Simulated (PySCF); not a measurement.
Species: C₅H₈AlN.
Z-matrix (Å and degrees, PBE0-D3(BJ)/def2-SVP geometry), rows numbered from 1:
```
Al
N   1  2.0555
C   2  1.3388  1  119.51
C   3  1.3880  2  122.06  1   179.32
C   4  1.3939  3  118.65  2     0.02
C   5  1.3920  4  119.03  3     0.03
C   2  1.3377  1  120.91  3   179.37
H   1  1.6083  2  100.62  3   -62.00
H   1  1.6082  2  100.44  3    56.90
H   1  1.6098  2   98.66  3   177.62
H   3  1.0936  2  116.16  1    -0.75
H   4  1.0910  3  119.89  2   179.99
H   5  1.0926  4  120.46  3   179.98
H   6  1.0911  5  121.48  4   179.94
H   7  1.0934  2  115.69  1     0.73
```

Computed at PBE0/pcSseg-1 (PySCF, non-relativistic), with Q(27Al) = 0.1466 b, Q(14N) = 0.02044 b: Al1, 27Al (I = 5/2): χzz = 29.24 MHz, η = 0.008; N2, 14N (I = 1): χzz = -3.448 MHz, η = 0.166.

Q: Find the zero-field quadrupole resonance frequencies of 27Al at Al1.

A: From the eigenvalues of H = χ/[4I(2I − 1)] × [3Iz² − I(I + 1) + η(Ix² − Iy²)], steps between neighbouring levels, labelled as for η = 0: ±1/2↔±3/2 4.387 MHz, ±3/2↔±5/2 8.773 MHz (aluminium bonded to N and 3 H).

Q: Where would the pure quadrupole (NQR) lines of 14N at N2 fall for the rigid, isolated species?

A: From ν± = (3/4)|χ|(1 ± η/3) and ν0 = |χ|η/2: ν+ 2.730 MHz, ν− 2.443 MHz, ν0 0.287 MHz (nitrogen bonded to Al and 2 C).

In a crystal, neighbours and librations shift these lines. With a basis this small, the couplings can be 20 % off.

The run behind these numbers computed NMR shieldings as well. Time: 20 s of wall time. Hardware: an x86-64 server with one thread, no GPU, shared host.
